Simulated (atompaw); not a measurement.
**V: PAW (atompaw) pseudisation with PBE, scalar-relativistic reference atom.**

vanadium (V), PAW, made with atompaw 4.2.0.5 (PBE, scalar-relativistic). Core [Ne], reference 3s2 3p6 3d4 4s1 4p0. Waves: 3s (bound); 4s (bound); 3p (bound); 4p (bound, empty); 3d (bound); 3d channel at 0.6 Ry. Local part: ultrasoft scheme with l = 3 at 0 Ry, radius 1.35 bohr. Core correction: smooth core density matched at 1.45 bohr. Augmentation charge: besselshape compensation charge, radius 1.35 bohr; PAW radius 1.80 bohr; waves and projectors: bloechl.

All-electron outer shells of the reference configuration (PBE, scalar-relativistic, ld1.x):

| shell | level (eV) | outermost node (bohr) | outermost maximum (bohr) |
| --- | --- | --- | --- |
| 2s | -598.50 | 0.09 | 0.26 |
| 2p | -499.08 | – | 0.21 |
| 3s | -66.58 | 0.38 | 0.82 |
| 3p | -40.53 | 0.35 | 0.85 |
| 4s | -3.87 | 1.18 | 2.90 |
| 3d | -2.43 | – | 0.92 |
| 4p | -1.05 | 1.32 | 4.06 |

Results:

```
Cutoffs needed                                           : 55 Ry and 70 Ry (the cutoffs (Ry, on a coarse ladder) from which the occupation-weighted sum of valence levels, in a spherical-Bessel basis at the reference potential, stays within 10 and 1 mRy of its value at 400 Ry)
Ghost test                                               : no extra level below or beside the all-electron valence levels (s, p, d, f tested) (spherical-Bessel basis up to 400 Ry, 20 bohr box)
Lowest eigenvalue of the overlap operator                : 0.03 (d channel)
Overlap eigenvalues printed by atompaw (projector basis) : 0.0419, 0.304, 1.08, 1.72, 5.74, 31.2
Share of each valence orbital outside the PAW sphere     : 3s 2 %, 4s 94 %, 3p 5 %, 4p 98 %, 3d 34 %
```

Generation and tests took about 5 s on one core of a shared server CPU.
